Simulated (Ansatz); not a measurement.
**Molecular dynamics of F2H4HfO2Si**

Input:

```yaml
crystal:
  periodic: [false, false, false]
  atoms:
    - { symbol: Hf, position_ang: [-0.148096, -0.131738, -0.265718] }
    - { symbol: O, position_ang: [-0.821672, -0.294951, 1.557843] }
    - { symbol: Si, position_ang: [-1.359616, -0.431754, 3.110804] }
    - { symbol: H, position_ang: [-2.597497, -1.241084, 3.145193] }
    - { symbol: H, position_ang: [-0.326586, -1.090923, 3.941393] }
    - { symbol: H, position_ang: [-1.639633, 0.911484, 3.664543] }
    - { symbol: O, position_ang: [1.762696, -0.332299, -0.302443] }
    - { symbol: H, position_ang: [2.696416, -0.431257, -0.311688] }
    - { symbol: F, position_ang: [-0.640747, 1.597862, -0.954798] }
    - { symbol: F, position_ang: [-0.973064, -1.488139, -1.35603] }
basis:
  gaussian: { orbitals: def2-SVP }
hamiltonian:
  xc: hf
md:
  timestep: 0.25
  n_steps: 166
  ensemble: nve
  temperature: 700.0
  initial_velocities: maxwell_boltzmann
  seed: 450191
```

Launched with:

```bash
$ ansatz run input.yaml --threads 4 --pin off --max-ram 5120MiB --backend cpu --events-out ev --progress --plain --runs-dir out
```

It starts from a relaxed structure.

Output, in part (one step line in 6, the closing report, with atoms numbered from 0):

```
md step     0: t =     0.00 fs  T =   700.0 K  F+E_penalty+E_count = -18703.06667350 eV  E_kin = 0.723856 eV  conserved = -18702.34281750 eV  (41 SCF iters)
md step     6: t =     1.50 fs  T =   549.8 K  F+E_penalty+E_count = -18702.91015880 eV  E_kin = 0.568569 eV  conserved = -18702.34158970 eV  (39 SCF iters)
md step    12: t =     3.00 fs  T =   494.8 K  F+E_penalty+E_count = -18702.85328456 eV  E_kin = 0.511712 eV  conserved = -18702.34157302 eV  (38 SCF iters)
md step    18: t =     4.50 fs  T =   544.9 K  F+E_penalty+E_count = -18702.90618954 eV  E_kin = 0.563473 eV  conserved = -18702.34271617 eV  (38 SCF iters)
md step    24: t =     6.00 fs  T =   357.4 K  F+E_penalty+E_count = -18702.71058050 eV  E_kin = 0.369542 eV  conserved = -18702.34103864 eV  (38 SCF iters)
md step    30: t =     7.50 fs  T =   422.2 K  F+E_penalty+E_count = -18702.77919118 eV  E_kin = 0.436565 eV  conserved = -18702.34262625 eV  (38 SCF iters)
md step    36: t =     9.00 fs  T =   316.1 K  F+E_penalty+E_count = -18702.66856065 eV  E_kin = 0.326847 eV  conserved = -18702.34171373 eV  (39 SCF iters)
md step    42: t =    10.50 fs  T =   260.9 K  F+E_penalty+E_count = -18702.61117601 eV  E_kin = 0.269840 eV  conserved = -18702.34133635 eV  (39 SCF iters)
md step    48: t =    12.00 fs  T =   423.9 K  F+E_penalty+E_count = -18702.78090442 eV  E_kin = 0.438347 eV  conserved = -18702.34255728 eV  (39 SCF iters)
md step    54: t =    13.50 fs  T =   353.6 K  F+E_penalty+E_count = -18702.70715701 eV  E_kin = 0.365624 eV  conserved = -18702.34153300 eV  (39 SCF iters)
md step    60: t =    15.00 fs  T =   416.1 K  F+E_penalty+E_count = -18702.77257289 eV  E_kin = 0.430264 eV  conserved = -18702.34230936 eV  (39 SCF iters)
md step    66: t =    16.50 fs  T =   408.5 K  F+E_penalty+E_count = -18702.76453180 eV  E_kin = 0.422395 eV  conserved = -18702.34213664 eV  (39 SCF iters)
md step    72: t =    18.00 fs  T =   273.7 K  F+E_penalty+E_count = -18702.62430202 eV  E_kin = 0.282986 eV  conserved = -18702.34131629 eV  (39 SCF iters)
md step    78: t =    19.50 fs  T =   354.8 K  F+E_penalty+E_count = -18702.70909795 eV  E_kin = 0.366885 eV  conserved = -18702.34221289 eV  (40 SCF iters)
md step    84: t =    21.00 fs  T =   285.8 K  F+E_penalty+E_count = -18702.63766474 eV  E_kin = 0.295510 eV  conserved = -18702.34215437 eV  (39 SCF iters)
md step    90: t =    22.50 fs  T =   205.7 K  F+E_penalty+E_count = -18702.55429005 eV  E_kin = 0.212754 eV  conserved = -18702.34153643 eV  (39 SCF iters)
md step    96: t =    24.00 fs  T =   288.3 K  F+E_penalty+E_count = -18702.64053409 eV  E_kin = 0.298104 eV  conserved = -18702.34243049 eV  (39 SCF iters)
md step   102: t =    25.50 fs  T =   182.1 K  F+E_penalty+E_count = -18702.52963559 eV  E_kin = 0.188298 eV  conserved = -18702.34133723 eV  (40 SCF iters)
md step   108: t =    27.00 fs  T =   286.3 K  F+E_penalty+E_count = -18702.63785464 eV  E_kin = 0.296037 eV  conserved = -18702.34181749 eV  (39 SCF iters)
md step   114: t =    28.50 fs  T =   384.7 K  F+E_penalty+E_count = -18702.74041777 eV  E_kin = 0.397761 eV  conserved = -18702.34265667 eV  (39 SCF iters)
md step   120: t =    30.00 fs  T =   290.2 K  F+E_penalty+E_count = -18702.64117176 eV  E_kin = 0.300098 eV  conserved = -18702.34107378 eV  (39 SCF iters)
md step   126: t =    31.50 fs  T =   440.2 K  F+E_penalty+E_count = -18702.79786838 eV  E_kin = 0.455151 eV  conserved = -18702.34271711 eV  (39 SCF iters)
md step   132: t =    33.00 fs  T =   341.6 K  F+E_penalty+E_count = -18702.69488859 eV  E_kin = 0.353276 eV  conserved = -18702.34161246 eV  (39 SCF iters)
md step   138: t =    34.50 fs  T =   324.7 K  F+E_penalty+E_count = -18702.67731863 eV  E_kin = 0.335757 eV  conserved = -18702.34156208 eV  (39 SCF iters)
md step   144: t =    36.00 fs  T =   413.7 K  F+E_penalty+E_count = -18702.77045178 eV  E_kin = 0.427769 eV  conserved = -18702.34268292 eV  (39 SCF iters)
md step   150: t =    37.50 fs  T =   260.2 K  F+E_penalty+E_count = -18702.61012574 eV  E_kin = 0.269064 eV  conserved = -18702.34106140 eV  (38 SCF iters)
md step   156: t =    39.00 fs  T =   374.1 K  F+E_penalty+E_count = -18702.72940813 eV  E_kin = 0.386890 eV  conserved = -18702.34251831 eV  (38 SCF iters)
md step   162: t =    40.50 fs  T =   366.7 K  F+E_penalty+E_count = -18702.72101385 eV  E_kin = 0.379154 eV  conserved = -18702.34185961 eV  (38 SCF iters)
md step   166: t =    41.50 fs  T =   325.5 K  F+E_penalty+E_count = -18702.67792232 eV  E_kin = 0.336581 eV  conserved = -18702.34134125 eV  (42 SCF iters)
Total energy: -18702.67792232 eV, -687.3107365148 hartree
Atom 0 at    -0.159286    -0.129965    -0.259859 Å, force     1.729080     0.715985     1.228340 eV/Å
Atom 1 at    -0.683563    -0.204993     1.648121 Å, force    -0.289453    -0.040013    -0.316514 eV/Å
Atom 2 at    -1.397727    -0.463091     3.116403 Å, force     0.494423    -0.532348     0.182675 eV/Å
Atom 3 at    -2.008692    -1.812869     3.130708 Å, force    -0.626512     0.202092    -0.310907 eV/Å
Atom 4 at    -0.423814    -0.708151     4.216362 Å, force     0.168582     0.659875    -0.138712 eV/Å
Atom 5 at    -2.311929     0.675564     3.419835 Å, force     0.085163    -0.355408     0.002062 eV/Å
Atom 6 at     1.761259    -0.405455    -0.352052 Å, force     3.107246     0.162961    -0.185432 eV/Å
Atom 7 at     2.775376    -0.407637    -0.399920 Å, force    -3.821226    -0.015728     0.177102 eV/Å
Atom 8 at    -0.610816     1.567069    -1.030244 Å, force    -0.105448     0.207576     0.003575 eV/Å
Atom 9 at    -0.951221    -1.420533    -1.374309 Å, force    -0.741855    -1.004991    -0.642188 eV/Å
Dipole moment:     0.344848    -0.039036     0.249743 e Å
```

All steps were run. The conserved energy stayed within 0.19 meV per atom of its start (net change 0.15 meV per atom), so the integration is sound. A run of 0.042 ps of so small a system gives no equilibrium averages.

The same pairs are bonded in the first frame and the last. Pairs count as bonded within 1.25 times the sum of covalent radii (0.12 Å more for H–H).

Last frame:

```xyz
10
Properties=species:S:1:pos:R:3
Hf -0.159 -0.130 -0.260
O -0.684 -0.205 1.648
Si -1.398 -0.463 3.116
H -2.009 -1.813 3.131
H -0.424 -0.708 4.216
H -2.312 0.676 3.420
O 1.761 -0.406 -0.352
H 2.775 -0.408 -0.400
F -0.611 1.567 -1.030
F -0.951 -1.421 -1.374
```

Time of the run: 99 s on 4 threads of AMD EPYC 9R45 96-Core Processor (Zen 5), on a shared host, peak memory 0.31 GiB.
